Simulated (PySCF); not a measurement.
Ti, charge +1, quartet. Base run: PySCF with DF-HF/cc-pVDZ.

Input for PySCF:
```python
from pyscf import gto, scf

mol = gto.Mole()
mol.atom = '''
    Ti    0.00000000    0.00000000    0.00000000
'''
mol.basis = 'cc-pvdz'
mol.charge = 1
mol.spin = 3
mol.verbose = 5
mol.build()

mf = scf.UHF(mol)
mf = mf.density_fit(auxbasis='def2-universal-jkfit')
mf.kernel()
mf.analyze()
```

Variants of this job, named by their change:

```json
[
 {"change": "base", "basis functions": "43", "E (Eh)": "-848.14839", "HOMO (eV)": "-13.17"},
 {"change": "basis = STO-3G", "basis functions": "18", "E (Eh)": "-839.44325", "HOMO (eV)": "-13.03"},
 {"change": "basis = def2-SV(P)", "basis functions": "24", "E (Eh)": "-848.08011", "HOMO (eV)": "-12.86"},
 {"change": "basis = 6-31G", "basis functions": "27", "E (Eh)": "-848.04636", "HOMO (eV)": "-12.20"},
 {"change": "basis = 3-21G", "basis functions": "27", "E (Eh)": "-843.91954", "HOMO (eV)": "-10.71"},
 {"change": "basis = pc-1", "basis functions": "31", "E (Eh)": "-848.12338", "HOMO (eV)": "-12.96"},
 {"change": "basis = def2-SVP", "basis functions": "31", "E (Eh)": "-848.08412", "HOMO (eV)": "-12.86"},
 {"change": "basis = def2-SVPD", "basis functions": "34", "E (Eh)": "-848.02140", "HOMO (eV)": "-12.81"},
 {"change": "basis = aug-pcseg-1", "basis functions": "47", "E (Eh)": "-848.00606", "HOMO (eV)": "-12.91"},
 {"change": "basis = pc-2", "basis functions": "56", "E (Eh)": "-848.19496", "HOMO (eV)": "-12.95"},
 {"change": "basis = aug-cc-pVDZ", "basis functions": "59", "E (Eh)": "-848.14855", "HOMO (eV)": "-13.18"},
 {"change": "basis = def2-QZVP", "basis functions": "84", "E (Eh)": "-848.15064", "HOMO (eV)": "-13.24"},
 {"change": "basis = aug-cc-pVTZ", "basis functions": "93", "E (Eh)": "-848.15062", "HOMO (eV)": "-13.24"}
]
```

Totals compare only among sets that treat the same electrons; sets with core potentials leave the core out.

Open shells are given as the SCF converged; they aren't shown to be the lowest states, and a large step between rows can be another state.
